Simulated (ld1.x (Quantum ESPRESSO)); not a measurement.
## Configuration tests for Hf (TM)

```
Element                 : hafnium
Generator               : ld1.x (Quantum ESPRESSO) 7.5
Type                    : norm-conserving Troullier–Martins (Kleinman–Bylander form)
Functional              : LDA (PZ)
Relativity              : scalar-relativistic
Frozen core             : [Kr] 4d10 4f14
Valence charge          : 12
Reference configuration : 5s2 5p6 5d2 6s0 6p0 (charge +2)
Partial waves           : 5s (bound): rc 2.00 bohr; 5p (bound): rc 2.10 bohr; 5d (bound): rc 2.25 bohr
Local potential         : all-electron potential smoothed inside 1.75 bohr (lloc = -1)
Core correction         : a·sin(br)/r model core, default radius (core density twice the valence density)
```

Energies are relative to the spin-unpolarised reference configuration 5s2 5p6 5d2 6s0 6p0; without spin polarisation the order of configurations can differ from experiment. Spin-polarised rows fill each open shell by Hund’s rule, majority spin first.

(1) Give the all-electron excitation energy and the error of the potential for: 5s2 5p6 5d2 6s2 6p0; 5s2 5p6 5d2 6s1 6p0; 5s2 5p6 5d1 6s0 6p0; 5s2 5p6 5d2 6s1 6p1; 5s2 5p6 5d2.5 6s1.5 6p0; 5s2 5p6 5d3 6s0 6p0; 5s2 5p6 5d1 6s2 6p1; 5s2 5p6 5d2 6s0 6p0 (spin-polarised); 5s2 5p6 5d2 6s2 6p0 (spin-polarised).

Answers

(1)

```
               valence configuration  charge  ΔE all-electron (eV)  error AE − PS (meV)
                 5s2 5p6 5d2 6s2 6p0       0               -22.701                 +575
                 5s2 5p6 5d2 6s1 6p0      +1               -14.502                 +372
                 5s2 5p6 5d1 6s0 6p0      +3                22.102                  -37
                 5s2 5p6 5d2 6s1 6p1       0               -18.788                 +340
             5s2 5p6 5d2.5 6s1.5 6p0       0               -21.453                 +408
                 5s2 5p6 5d3 6s0 6p0      +1               -12.469                  -12
                 5s2 5p6 5d1 6s2 6p1       0               -20.615                 +743
5s2 5p6 5d2 6s0 6p0 (spin-polarised)      +2                -0.616                 +1.1
5s2 5p6 5d2 6s2 6p0 (spin-polarised)       0               -23.141                 +568
```
